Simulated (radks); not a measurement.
All-electron atom: Rb9+ in [Ar] 3d10.

Calculated with a radial shooting solver on a logarithmic mesh with Libxc functionals: Dirac Kohn-Sham, BLYP, spin-unpolarised, spherical densities, finite nucleus; Fermi nuclear charge, rms radius 4.2036 fm.

Energy parts (eV):
| part | energy |
|---|---|
| total | -80481.763 |
| kinetic | 82788.739 |
| electron-nucleus | -189792.351 |
| Hartree | 29155.746 |
| exchange-correlation | -2633.897 |

Orbitals (lengths in bohr, moments of r in powers of bohr; r(90%) holds 90 % of the orbital's charge):
[
 {"orbital": "1s1/2", "occ.": "2", "eigenvalue (eV)": "-15194.16", "r(90%)": "0.0721", "small-component weight": "1.81e-02"},
 {"orbital": "2s1/2", "occ.": "2", "eigenvalue (eV)": "-2166.052", "r(90%)": "0.275", "small-component weight": "3.61e-03"},
 {"orbital": "2p1/2", "occ.": "2", "eigenvalue (eV)": "-1980.253", "r(90%)": "0.249", "small-component weight": "3.61e-03"},
 {"orbital": "2p3/2", "occ.": "4", "eigenvalue (eV)": "-1919.324", "r(90%)": "0.255", "small-component weight": "3.52e-03"},
 {"orbital": "3s1/2", "occ.": "2", "eigenvalue (eV)": "-451.9167", "r(90%)": "0.753", "small-component weight": "9.08e-04"},
 {"orbital": "3p1/2", "occ.": "2", "eigenvalue (eV)": "-385.0929", "r(90%)": "0.770", "small-component weight": "8.58e-04"},
 {"orbital": "3p3/2", "occ.": "4", "eigenvalue (eV)": "-375.7942", "r(90%)": "0.785", "small-component weight": "8.34e-04"},
 {"orbital": "3d3/2", "occ.": "4", "eigenvalue (eV)": "-258.5608", "r(90%)": "0.823", "small-component weight": "7.24e-04"},
 {"orbital": "3d5/2", "occ.": "6", "eigenvalue (eV)": "-256.9488", "r(90%)": "0.828", "small-component weight": "7.17e-04"}
]

The highest occupied level is 3d5/2 at -256.95 eV. Summed over all electrons, <r^2> = 5.864 bohr^2, which gives a Langevin (diamagnetic) susceptibility term of -4.64 x 10^-6 cm^3/mol. The electron density at the nucleus is 5.487e+04 e/bohr^3.
